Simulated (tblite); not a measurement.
Species: CH12N2SSi3.
Atom-mapped SMILES: `[CH3:1][NH:2][Si@H:3]([SH:4])[N:5]([SiH3:6])[SiH3:7]` (hydrogens: H8, H9, H10 on C1; H11 on N2; H12 on Si3; H13 on S4; H14, H15, H16 on Si6; H17, H18, H19 on Si7)

A start from a force field or distance geometry was refined with tblite, GFN2-xTB geometry optimisation, gas phase. Values at the start:

```tsv
coordinate	start
C1–N2	1.467 Å
C1–H8	1.090 Å
N2–Si3	1.753 Å
N2–H11	1.039 Å
Si3–S4	2.165 Å
Si3–N5	1.778 Å
Si3–H12	1.480 Å
S4–H13	1.423 Å
N5–Si6	1.762 Å
Si6–H14	1.481 Å
Si6–H15	1.459 Å
C1–N2–Si3	107.4°
N2–Si3–S4	110.6°
N2–Si3–N5	114.4°
Si3–N5–Si6	114.9°
Si3–N5–Si7	108.1°
S4–Si3–N5	110.4°
Si6–N5–Si7	109.3°
C1–N2–Si3–S4	-55°
N2–Si3–N5–Si6	5°
```

Q: How do these coordinates change at the GFN2-xTB level?

A: 
```csv
coordinate,GFN2-xTB (Å or °),change
S4–H13,1.324,-0.099
Si3–N5,1.735,-0.043
N2–Si3,1.712,-0.041
N2–H11,1.008,-0.031
C1–N2,1.445,-0.022
Si3–H12,1.460,-0.020
N5–Si6,1.745,-0.017
Si6–H14,1.465,-0.016
Si3–S4,2.151,-0.014
Si6–H15,1.468,+0.009
C1–H8,1.094,+0.004
C1–N2–Si3,123.7,+16.3
Si6–N5–Si7,124.0,+14.7
Si3–N5–Si7,116.0,+7.9
N2–Si3–N5,107.0,-7.4
Si3–N5–Si6,119.9,+5.0
N2–Si3–S4,106.5,-4.1
S4–Si3–N5,111.7,+1.3
N2–Si3–N5–Si6,27,+22
C1–N2–Si3–S4,-48,+7
```

The energy falls by 1.026 eV over 122 L-BFGS steps, the largest force on an atom goes from 1.60 to 0.007 eV/Å, and the atoms move by 0.609 Å rms after alignment. The bond that changes most is S4–H13 (ends: sulfur bonded to Si and H; S–H hydrogen), which shortens by 0.099 Å. Bonds longer at the end by more than 0.005 Å: 1 of 18; shorter: 16. Among the dihedrals that turn most is H11–N2–Si3–N5, from -64° to 44°. Rotational constants go from 1529, 797.7, 683.7 to 1489, 853.0, 686.8 MHz.

The run took 6.5 s wall, 4.8 s CPU on one thread of an Intel Xeon at 2.50 GHz, shared host with 64 logical CPUs at a one-minute load of 60.

Its lowest GFN2-xTB frequency is 15 cm⁻¹, too small to tell a flat minimum from a shallow saddle. The numbers are those of one conformer.

All values are computed, not measured.
